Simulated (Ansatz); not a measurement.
**Ligand exchange: NaBr + ZnH(NH2) → NaNH2 + ZnHBr**

Species: NaBr, singlet; ZnH(NH2), singlet; NaNH2 `[NH2][Na]`, singlet; ZnHBr `[ZnH][Br]`, singlet. The partners trade Br for NH2: Na–Br and Zn–NH2 bonds give way to Na–NH2 and Zn–Br.

Shapes, held fixed at every level: PBE0-D4/def2-TZVP. Programs: Ansatz 0.2.0. Electronic energies: no zero-point or thermal term.

```json
{"level": "HF/def2-SVP", "kind": "Hartree–Fock", "ΔE (kJ/mol)": "+116.5"}
{"level": "SPW92/def2-TZVPP", "kind": "LDA", "ΔE (kJ/mol)": "+108.3"}
{"level": "PBE-D4/def2-TZVPP", "kind": "GGA", "ΔE (kJ/mol)": "+101.9"}
{"level": "BHLYP-D4/def2-TZVPP", "kind": "global hybrid", "ΔE (kJ/mol)": "+109.7"}
{"level": "PBE0-D4/def2-TZVPP", "kind": "global hybrid", "ΔE (kJ/mol)": "+107.6"}
{"level": "wB97X-V/def2-TZVPP", "kind": "range-separated hybrid", "ΔE (kJ/mol)": "+110.7"}
{"level": "wB97M-V/def2-TZVPP", "kind": "range-separated hybrid", "ΔE (kJ/mol)": "+106.5"}
```

wB97M-V/def2-TZVPP gives ΔE = +106.5 kJ/mol; the levels span +101.9 to +116.5. The median of the levels is +108.3. No measured value is set beside it here. Relativity is left out for Br, Zn unless named.
